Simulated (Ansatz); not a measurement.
Relaxation of a periodic cell of 19 atoms, KC$_{18}$ (surface graphene monolayer, adsorbate K), to a largest force component of 0.03 eV/Å in at most 60 steps.

Method: DFT LDA, scalar-relativistic, plane waves, PAW in Ansatz. Settings: cutoff 420 eV, k mesh 2x2x1, gaussian smearing 0.02 eV, spin collinear.

```xyz
19
Lattice="7.3980 0.0000 0.0000 -3.6990 6.4069 0.0000 0.0000 0.0000 11.0000" Properties=species:S:1:pos:R:3
C 0.000 0.000 1.000
C 1.233 0.712 1.000
C -1.233 2.136 1.000
C 0.000 2.847 1.000
C -2.466 4.271 1.000
C -1.233 4.983 1.000
C 2.466 0.000 1.000
C 3.699 0.712 1.000
C 1.233 2.136 1.000
C 2.466 2.847 1.000
C 0.000 4.271 1.000
C 1.233 4.983 1.000
C 4.932 0.000 1.000
C 6.165 0.712 1.000
C 3.699 2.136 1.000
C 4.932 2.847 1.000
C 2.466 4.271 1.000
C 3.699 4.983 1.000
K 4.020 0.931 3.840
```

Problem. Where does it end, and by what steps?

Solution. The forces met the threshold. Limits of this set-up: slab without dipole correction. After 7 steps the energy has fallen by 0.320 eV; K19 moved furthest, 1.06 Å.

```tsv
step	energy less start (eV)	largest force component (eV/Å)	accepted
0	0.0000	0.921	yes
1	-0.1570	0.464	yes
2	-0.2086	0.201	yes
3	-0.2397	0.126	yes
4	-0.2699	0.120	yes
5	-0.2986	0.091	yes
6	-0.3171	0.036	yes
7	-0.3196	0.028	yes
```

```xyz
19
Lattice="7.3980 0.0000 0.0000 -3.6990 6.4069 0.0000 0.0000 0.0000 11.0000" Properties=species:S:1:pos:R:3
C -0.045 -0.028 1.031
C 1.185 0.686 1.033
C -1.277 2.112 1.006
C -0.045 2.823 1.031
C -2.514 4.248 1.031
C -1.281 4.957 1.033
C 2.416 -0.027 1.029
C 3.649 0.685 1.003
C 1.185 2.109 1.033
C 2.416 2.823 1.030
C -0.049 4.246 1.033
C 1.185 4.955 1.030
C 4.885 -0.029 1.004
C 6.121 0.685 1.005
C 3.649 2.111 1.004
C 4.885 2.825 1.005
C 2.418 4.245 1.033
C 3.650 4.957 1.033
K 4.881 1.396 3.436
```

The run took 26 s on 2 threads of Intel(R) Xeon(R) 6975P-C (Granite Rapids), on a shared host, peak memory 0.83 GiB.
